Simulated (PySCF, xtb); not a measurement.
methyl prop-2-enoate (C4H6O2), SMILES C=CC(=O)OC.

xtb 6.7.1 with GFN2-xTB at its own geometry gives an orbital gap of 3.79 eV and a dipole moment of 1.85 D.

Coordinates come from a B3LYP-D3(BJ)/def2-SVP optimisation. Other conformers were not sampled.

Task: What does M06-2X/def2-TZVP (PySCF) give? (Estimate from the structure and the level; the computed values follow.)

Result: gap 9.02 eV (levels -9.51 and -0.49 eV), dipole 1.61 D.
